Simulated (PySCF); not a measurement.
# Mo²⁵⁺: ionisation energy

Mo²⁵⁺ [Ne] 3s2 3p5 (2P) → Mo²⁶⁺ [Ne] 3s2 3p4 (3P), as a difference of total energies. Calculation: PySCF 2.14, in an uncontracted even-tempered set (17 s from 2.9 bohr⁻², ratio 2.5; 11 p from 3.8 bohr⁻², ratio 2.5; 5 d from 19 bohr⁻², ratio 2.7; 4 f from 28 bohr⁻², ratio 2.7); no relativity, point nucleus. Correlated levels: outer shells: 1s2 frozen; virtual orbitals above 40 to 60 times the deepest correlated orbital energy dropped. The calculations carry no spin-orbit coupling.

```json
{"method": "UHF", "ionisation energy (eV)": "1316.3"}
{"method": "MP2 (outer shells)", "ionisation energy (eV)": "1317.2"}
{"method": "SCS-MP2 (outer shells)", "ionisation energy (eV)": "1317.1"}
{"method": "CCSD (outer shells)", "ionisation energy (eV)": "1317.1"}
{"method": "CCSD(T) (outer shells)", "ionisation energy (eV)": "1317.1"}
```

Spin-orbit coupling is strong in these open shells (close to jj coupling). The scalar numbers leave it out and a first-order estimate fails, so it can dominate the gap to the real levels.

All relativistic terms are absent from these numbers, so their closeness to the reference says little about the methods.

For comparison: 1319.6 ± 1.4 eV (semi-empirical (NIST evaluation); NIST Atomic Spectra Database, ionization energies).
